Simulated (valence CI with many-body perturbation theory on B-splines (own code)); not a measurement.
# Er⁴⁵⁺: E2, M1 decay

Computed by valence CI with perturbative core correlation (CI+MBPT): five valence electrons over a frozen Dirac-Fock core [Ar], a basis of 7 s, 7 p, 8 d, 6 f, 4 g, 1 h functions for each j, with the one-electron correlation potential Σ1 (screened to all orders), the two-electron term Σ2, the three-electron term Σ3, Breit, model QED; selected single and double excitations, second order for the rest, scaled by the run's own slope (own B-spline code, finite nucleus).

No measured spectrum was set against this ion. As an estimate, large intervals hold to a few tenths of a per cent, small ones and those within an open d or f shell to about a per cent. Among the levels kept, up to 260 cm⁻¹ of a level comes from second order outside the variational space, and about a tenth of that is noise between levels of different J, which matters for small intervals. Only levels of the ground parity were solved; by the run's estimate the other parity begins above the list, which can be wrong where configurations are misplaced.

Lines 51 to 100 of 120 in falling wavelength, among levels below 1663100 cm⁻¹, chosen from the decays that carry over 1 % of a level's rate. Wavelengths and rates use the calculated energies. Electric multipoles are in the length gauge, E1 and E2 with the static RPA response of the core. Weak lines are less certain than strong ones. Lines between different terms over intervals too small for the method are left out, as are lines whose strength nearly cancels. Branching is blank where the lifetime is uncertain.

Levels are named by their leading jj configuration (3d3/2^4 stands for four electrons in 3d with j = 3/2), which in mixed levels can hold well under half, so a name can repeat and another be missing. Letters in brackets count levels of one name in rising energy.

```
λ vac (nm)                        Upper                        Lower  Type   A (s⁻¹)  Branch %
     27.39  (3d3/2^2 3d5/2^3) J=9/2 [a]  (3d3/2^3 3d5/2^2) J=7/2 [a]    M1  3.95e+05      53.3
     27.11    (3d3/2 3d5/2^4) J=7/2 [a]  (3d3/2^2 3d5/2^3) J=5/2 [b]    M1  3.68e+05      16.0
     26.77  (3d3/2^2 3d5/2^3) J=5/2 [a]  (3d3/2^3 3d5/2^2) J=5/2 [a]    M1  1.89e+06      90.8
     26.53     (3d3/2^2 3d5/2^3) J=13/2     (3d3/2^3 3d5/2^2) J=11/2    M1  1.47e+05          
     26.49  (3d3/2^2 3d5/2^3) J=5/2 [c]  (3d3/2^3 3d5/2^2) J=7/2 [b]    M1  4.41e+05      30.5
     26.39  (3d3/2^3 3d5/2^2) J=7/2 [a]        (3d3/2^4 3d5/2) J=5/2    M1  4.42e+05      98.5
     26.12  (3d3/2^2 3d5/2^3) J=1/2 [a]  (3d3/2^3 3d5/2^2) J=3/2 [a]    M1  8.55e+05      62.5
     25.63  (3d3/2^3 3d5/2^2) J=3/2 [a]        (3d3/2^4 3d5/2) J=5/2    M1  1.13e+06     100.0
     25.56  (3d3/2^2 3d5/2^3) J=5/2 [d]  (3d3/2^2 3d5/2^3) J=7/2 [a]    M1  7.98e+04       4.2
     25.48  (3d3/2^2 3d5/2^3) J=3/2 [a]  (3d3/2^3 3d5/2^2) J=3/2 [a]    M1  9.72e+05      46.6
     25.41    (3d3/2 3d5/2^4) J=3/2 [a]  (3d3/2^2 3d5/2^3) J=5/2 [b]    M1  3.68e+05      12.7
     25.10        (3d3/2 3d5/2^4) J=9/2  (3d3/2^2 3d5/2^3) J=9/2 [b]    M1  6.21e+05      38.6
     25.03  (3d3/2^2 3d5/2^3) J=7/2 [b]  (3d3/2^3 3d5/2^2) J=5/2 [b]    M1  2.05e+04       5.1
     24.81  (3d3/2^2 3d5/2^3) J=5/2 [b]  (3d3/2^3 3d5/2^2) J=3/2 [a]    M1  1.56e+05      14.0
     24.80  (3d3/2^2 3d5/2^3) J=3/2 [b]      (3d3/2^3 3d5/2^2) J=1/2    M1  9.55e+04      17.0
     24.75    (3d3/2 3d5/2^4) J=3/2 [a]  (3d3/2^2 3d5/2^3) J=3/2 [a]    M1  1.17e+06      40.2
     24.68  (3d3/2^2 3d5/2^3) J=9/2 [b]      (3d3/2^3 3d5/2^2) J=9/2    M1  7.90e+05      56.3
     24.50       (3d3/2 3d5/2^4) J=11/2     (3d3/2^2 3d5/2^3) J=13/2    M1  2.68e+05      14.5
     24.19  (3d3/2^2 3d5/2^3) J=5/2 [c]  (3d3/2^3 3d5/2^2) J=5/2 [b]    M1  2.85e+04       2.0
     24.17    (3d3/2 3d5/2^4) J=3/2 [a]  (3d3/2^2 3d5/2^3) J=1/2 [a]    M1  8.76e+05      30.1
     24.13  (3d3/2^2 3d5/2^3) J=5/2 [b]  (3d3/2^3 3d5/2^2) J=7/2 [a]    M1  3.64e+05      32.6
     23.92    (3d3/2 3d5/2^4) J=7/2 [a]  (3d3/2^2 3d5/2^3) J=9/2 [a]    M1  8.14e+05      35.3
     23.69    (3d3/2 3d5/2^4) J=5/2 [a]  (3d3/2^2 3d5/2^3) J=5/2 [a]    M1  1.34e+06      55.2
     23.66  (3d3/2^2 3d5/2^3) J=3/2 [b]  (3d3/2^3 3d5/2^2) J=5/2 [b]    M1  2.36e+05      42.0
     23.64  (3d3/2^2 3d5/2^3) J=7/2 [b]      (3d3/2^3 3d5/2^2) J=9/2    M1  2.27e+05      56.1
     23.54  (3d3/2^2 3d5/2^3) J=7/2 [c]  (3d3/2^3 3d5/2^2) J=7/2 [b]    M1  3.09e+05      38.9
     23.44      (3d3/2^3 3d5/2^2) J=9/2        (3d3/2^4 3d5/2) J=5/2    E2  4.50e+01       2.8
     23.20       (3d3/2 3d5/2^4) J=11/2  (3d3/2^2 3d5/2^3) J=9/2 [a]    M1  3.21e+05      17.3
     23.12  (3d3/2^2 3d5/2^3) J=7/2 [a]  (3d3/2^3 3d5/2^2) J=5/2 [a]    M1  2.64e+05      24.0
     22.83    (3d3/2 3d5/2^4) J=7/2 [a]  (3d3/2^2 3d5/2^3) J=7/2 [a]    M1  6.72e+05      29.1
     22.63  (3d3/2^2 3d5/2^3) J=9/2 [b]     (3d3/2^3 3d5/2^2) J=11/2    M1  2.81e+05      20.0
     22.62  (3d3/2^2 3d5/2^3) J=1/2 [b]      (3d3/2^3 3d5/2^2) J=1/2    M1  4.35e+05      36.5
     22.44       (3d3/2 3d5/2^4) J=11/2     (3d3/2^2 3d5/2^3) J=11/2    M1  1.09e+06      59.1
     22.22  (3d3/2^3 3d5/2^2) J=5/2 [b]        (3d3/2^4 3d5/2) J=5/2    M1  1.19e+04      22.6
     22.21  (3d3/2^2 3d5/2^3) J=5/2 [d]  (3d3/2^2 3d5/2^3) J=5/2 [a]    M1  1.19e+06      62.7
     22.08  (3d3/2^2 3d5/2^3) J=9/2 [b]  (3d3/2^3 3d5/2^2) J=7/2 [a]    M1  2.11e+05      15.0
     21.72  (3d3/2^2 3d5/2^3) J=7/2 [c]  (3d3/2^3 3d5/2^2) J=5/2 [b]    M1  1.52e+05      19.1
     21.30      (3d3/2^3 3d5/2^2) J=1/2        (3d3/2^4 3d5/2) J=5/2    E2  1.59e+02       1.3
     21.25  (3d3/2^2 3d5/2^3) J=7/2 [b]  (3d3/2^3 3d5/2^2) J=7/2 [a]    M1  1.90e+04       4.7
     21.14  (3d3/2^2 3d5/2^3) J=5/2 [c]  (3d3/2^3 3d5/2^2) J=3/2 [a]    M1  2.41e+05      16.6
     20.73  (3d3/2^2 3d5/2^3) J=3/2 [b]  (3d3/2^3 3d5/2^2) J=3/2 [a]    M1  1.75e+05      31.1
     20.67  (3d3/2^2 3d5/2^3) J=7/2 [c]      (3d3/2^3 3d5/2^2) J=9/2    M1  3.13e+05      39.4
     20.64  (3d3/2^2 3d5/2^3) J=5/2 [c]  (3d3/2^3 3d5/2^2) J=7/2 [a]    M1  5.02e+05      34.6
     20.59  (3d3/2^3 3d5/2^2) J=7/2 [b]        (3d3/2^4 3d5/2) J=5/2    M1  3.82e+04      91.7
     20.53  (3d3/2^2 3d5/2^3) J=9/2 [c]  (3d3/2^3 3d5/2^2) J=7/2 [b]    M1  3.39e+05      73.0
     20.36  (3d3/2^2 3d5/2^3) J=3/2 [a]  (3d3/2^3 3d5/2^2) J=5/2 [a]    M1  6.43e+05      30.8
     20.33  (3d3/2^2 3d5/2^3) J=3/2 [c]  (3d3/2^3 3d5/2^2) J=3/2 [b]    M1  1.97e+05      40.4
     20.29    (3d3/2 3d5/2^4) J=5/2 [a]  (3d3/2^3 3d5/2^2) J=3/2 [b]    M1  1.15e+05       4.7
     20.12    (3d3/2 3d5/2^4) J=7/2 [a]  (3d3/2^2 3d5/2^3) J=5/2 [a]    M1  1.07e+05       4.7
     19.76        (3d3/2 3d5/2^4) J=9/2  (3d3/2^2 3d5/2^3) J=7/2 [a]    M1  3.34e+05      20.8
```
